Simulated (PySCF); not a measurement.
Job for PySCF: R-HF/STO-3G on C4H12Si (SMILES CC[SiH2]CC).

```python
from pyscf import gto, scf, dft, mp
from pyscf.data.elements import chemcore

mol = gto.M(
    atom='''
    C    -2.34549920    0.68481012    0.08681671
    C    -1.72151557   -0.71170664   -0.03149034
    Si    0.05996774   -0.80955258    0.57054812
    C     1.19664410    0.33526554   -0.39982132
    C     2.66318597    0.27516808    0.04532631
    H    -2.32998263    1.04010707    1.11965557
    H    -1.80534168    1.41642071   -0.51751857
    H    -3.38533821    0.69019485   -0.24685866
    H    -2.31278653   -1.43607529    0.53712142
    H    -1.75318943   -1.05103073   -1.07193030
    H     0.11412945   -0.43854864    2.01111669
    H     0.55407363   -2.20744478    0.44838579
    H     0.81977668    1.35847233   -0.30670876
    H     1.11490567    0.07986544   -1.46151473
    H     3.28990060    0.95184163   -0.53960015
    H     3.07118648   -0.73153683   -0.06736447
    H     2.76988289    0.55374971    1.09593279
    ''',
    basis='sto-3g',
    charge=0, spin=0, verbose=3, max_memory=1800)
mf = scf.RHF(mol)
mf.conv_tol = 1e-8
mf.max_cycle = 100
mf.kernel()
if not mf.converged:
    mf = mf.newton().run(mf.mo_coeff, mf.mo_occ)
```

Program output:

```
converged SCF energy = -442.254359932475
```

The calculation finished and met its thresholds.

Cost: roughly 0.6 core-seconds.
